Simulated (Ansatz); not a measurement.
Two isomers of CH6OSSi: A = `CO[SiH2]S`, B = `OCS[SiH3]`.

Isolated molecules relaxed with PBE0-D4/def2-TZVP in Ansatz; ΔE leaves out vibrations. CCSD(T)/CBS is the MP2 limit (def2-TZVPP, def2-QZVPP) plus CCSD(T) − MP2 in def2-TZVPP, frozen cores. This one scheme is used for every species. Functionals use def2-TZVPP. B3LYP here is the variant with VWN-RPA as its local correlation; programs differ in this. One conformer a species, not always the lowest.

Question: Which is lower in electronic energy at CCSD(T)/CBS, and by how much? (Estimate.)

Answer: Ansatz gave: A, by 136.8 kJ/mol.

Question: Give E(B) − E(A) in kJ/mol with CCSD/def2-TZVPP, CCSD(T)/def2-TZVPP, B3LYP, CCSD(T)/def2-SVP, MP2/def2-TZVPP, BLYP-D4, ωB97M-V. (An estimate is asked.)

Answer: Ansatz gave: CCSD/def2-TZVPP 142.4, CCSD(T)/def2-TZVPP 138.1, B3LYP 138.8, CCSD(T)/def2-SVP 130.1, MP2/def2-TZVPP 140.2, BLYP-D4 130.0, ωB97M-V 136.8. None reverses the order clearly.

Question: Does the order hold for the free energy at 298.15 K (harmonic terms from PBE0-D4)? (An estimate is asked.)

Answer: Computed: Yes: G(B) − G(A) = +138.0 kJ/mol, for one conformer each. Modes under 60 cm⁻¹, often nearly free rotors, make the harmonic entropy too high.

Largest T1 diagnostic: 0.012.

From r2SCAN to r2SCAN0 (25 % exact exchange), in def2-TZVPP and without D4, E(B) − E(A) moves by +3.6 kJ/mol. At CCSD(T), def2-SVP lies −6.7 kJ/mol from the extrapolated value and def2-TZVPP +1.3 kJ/mol.
